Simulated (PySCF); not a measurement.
boron oxyfluoride (BFO), singlet, at a GFN2-xTB geometry, atoms displaced at random by about 0.08 Å a coordinate; HF/def2-SVP, gradient by finite differences run with PySCF.

PySCF was given this input:
```python
from pyscf import gto, scf

mol = gto.M(
    atom='''
F     0.038589   -0.137138   -1.171114
B    -0.051566   -0.059007    0.101739
O    -0.003755    0.126731    1.181055
''',
    basis='def2-svp',
    charge=0,
    spin=0,
    verbose=4,
)

mf = scf.RHF(mol)
mf.conv_tol = 1e-11
mf.kernel()
scan, done = mf.as_scanner(), []
scan.scf_summary = {}
def energy(d):
    c = mol.atom_coords()
    c[1, 2] += d
    e = scan(mol.set_geom_(c, unit='Bohr', inplace=False))
    done.append(scan.converged)
    return e
h = 0.2
fd = (energy(h) - energy(-h)) / (2 * h)
print('dE/dx =', fd)
```

It wrote (shortened):

```
PySCF version 2.14.0

[INPUT] verbose = 4
[INPUT] num. atoms = 3
[INPUT] num. electrons = 22
[INPUT] charge = 0
[INPUT] spin (= nelec alpha-beta = 2S) = 0
[INPUT] symmetry False subgroup None
[INPUT] Mole.unit = angstrom
[INPUT] Symbol           X                Y                Z      unit          X                Y                Z       unit  Magmom
[...]
nuclear repulsion = 54.030389448887
number of shells = 18
number of NR pGTOs = 72
number of NR cGTOs = 42
basis = def2-svp
ecp = {}

******** <class 'pyscf.scf.hf.RHF'> ********
method = RHF
initial guess = minao
damping factor = 0
level_shift factor = 0
DIIS = <class 'pyscf.scf.diis.CDIIS'>
diis_start_cycle = 1
diis_space = 8
diis_damp = 0
SCF conv_tol = 1e-11
SCF conv_tol_grad = None
SCF max_cycles = 50
direct_scf = True
direct_scf_tol = 1e-13
Set gradient conv threshold to 3.16228e-06
Initial guess from minao.
init E= -199.349272872073
[...]
cycle= 1 E= -198.787054614058  delta_E= 0.562  |g|= 0.719  |ddm|= 2.17
[...]
cycle= 2 E= -198.855691630233  delta_E= -0.0686  |g|= 0.486  |ddm|= 0.871
[...]
cycle= 3 E= -198.897120750424  delta_E= -0.0414  |g|= 0.0487  |ddm|= 0.371
[...]
cycle= 4 E= -198.898035224094  delta_E= -0.000914  |g|= 0.0202  |ddm|= 0.0687
[...]
cycle= 5 E= -198.898170016321  delta_E= -0.000135  |g|= 0.00665  |ddm|= 0.0248
[...]
cycle= 6 E= -198.898184474614  delta_E= -1.45e-05  |g|= 0.00173  |ddm|= 0.00745
[...]
cycle= 7 E= -198.898185720358  delta_E= -1.25e-06  |g|= 0.000183  |ddm|= 0.00286
[...]
cycle= 8 E= -198.898185736528  delta_E= -1.62e-08  |g|= 4.07e-05  |ddm|= 0.000293
[...]
cycle= 9 E= -198.898185737507  delta_E= -9.79e-10  |g|= 9.74e-06  |ddm|= 6.61e-05
[...]
cycle= 10 E= -198.898185737564  delta_E= -5.67e-11  |g|= 1.69e-06  |ddm|= 1.73e-05
[...]
cycle= 11 E= -198.898185737567  delta_E= -2.98e-12  |g|= 5.9e-07  |ddm|= 3.28e-06
[...]
Extra cycle  E= -198.898185737566  delta_E= 7.39e-13  |g|= 3.18e-07  |ddm|= 7.03e-07
converged SCF energy = -198.898185737566
Create scanner for <class 'pyscf.scf.hf.RHF'>

WARN: Mole.unit (angstrom) is changed to Bohr

New geometry
   1 F      0.038589000000  -0.137138000000  -1.171114000000 AA    0.072922641421  -0.259153261271  -2.213084720644 Bohr
   2 B     -0.051566000000  -0.059007000000   0.207574442184 AA   -0.097445617339  -0.111507069432   0.392258846187 Bohr
   3 O     -0.003755000000   0.126731000000   1.181055000000 AA   -0.007095921598   0.239486881492   2.231870488048 Bohr

******** <class 'pyscf.scf.hf.RHF_Scanner'> ********
[...]
[...]
cycle= 6 E= -198.795377691969  delta_E= -1.65e-07  |g|= 0.000247  |ddm|= 0.00111
[...]
cycle= 7 E= -198.795377709676  delta_E= -1.77e-08  |g|= 3.63e-05  |ddm|= 0.000263
[...]
cycle= 8 E= -198.795377710392  delta_E= -7.16e-10  |g|= 6.92e-06  |ddm|= 7.61e-05
[...]
cycle= 9 E= -198.795377710418  delta_E= -2.55e-11  |g|= 1.15e-06  |ddm|= 1.43e-05
[...]
cycle= 10 E= -198.795377710419  delta_E= -1.08e-12  |g|= 2.37e-07  |ddm|= 2.11e-06
[...]
Extra cycle  E= -198.795377710419  delta_E= -2.27e-13  |g|= 1.05e-07  |ddm|= 4.28e-07
converged SCF energy = -198.795377710419

WARN: Mole.unit (angstrom) is changed to Bohr

New geometry
   1 F      0.038589000000  -0.137138000000  -1.171114000000 AA    0.072922641421  -0.259153261271  -2.213084720644 Bohr
   2 B     -0.051566000000  -0.059007000000  -0.004096442184 AA   -0.097445617339  -0.111507069432  -0.007741153813 Bohr
   3 O     -0.003755000000   0.126731000000   1.181055000000 AA   -0.007095921598   0.239486881492   2.231870488048 Bohr

******** <class 'pyscf.scf.hf.RHF_Scanner'> ********
method = RHF_Scanner
initial guess = minao
damping factor = 0
level_shift factor = 0
DIIS = <class 'pyscf.scf.diis.CDIIS'>
diis_start_cycle = 1
diis_space = 8
diis_damp = 0
SCF conv_tol = 1e-11
SCF conv_tol_grad = None
SCF max_cycles = 50
direct_scf = True
direct_scf_tol = 1e-13
Set gradient conv threshold to 3.16228e-06
init E= -198.897303386964
[...]
cycle= 1 E= -198.894081345701  delta_E= 0.00322  |g|= 0.207  |ddm|= 0.804
[...]
cycle= 2 E= -198.90012822077  delta_E= -0.00605  |g|= 0.15  |ddm|= 0.217
[...]
cycle= 3 E= -198.904240799443  delta_E= -0.00411  |g|= 0.0211  |ddm|= 0.091
[...]
cycle= 4 E= -198.90444538426  delta_E= -0.000205  |g|= 0.00647  |ddm|= 0.029
[...]
cycle= 5 E= -198.904466290082  delta_E= -2.09e-05  |g|= 0.00275  |ddm|= 0.00913
[...]
cycle= 6 E= -198.904469314976  delta_E= -3.02e-06  |g|= 0.000801  |ddm|= 0.0041
[...]
cycle= 7 E= -198.904469609163  delta_E= -2.94e-07  |g|= 0.000108  |ddm|= 0.00161
[...]
cycle= 8 E= -198.904469614893  delta_E= -5.73e-09  |g|= 2.54e-05  |ddm|= 0.000157
[...]
cycle= 9 E= -198.904469615274  delta_E= -3.81e-10  |g|= 6.32e-06  |ddm|= 4.55e-05
[...]
cycle= 10 E= -198.904469615301  delta_E= -2.69e-11  |g|= 1.63e-06  |ddm|= 1.17e-05
[...]
cycle= 11 E= -198.904469615303  delta_E= -1.71e-12  |g|= 3.84e-07  |ddm|= 3.38e-06
[...]
Extra cycle  E= -198.904469615303  delta_E= -2.27e-13  |g|= 1.94e-07  |ddm|= 5.04e-07
converged SCF energy = -198.904469615303
dE/dx = 0.27272976220913847
```
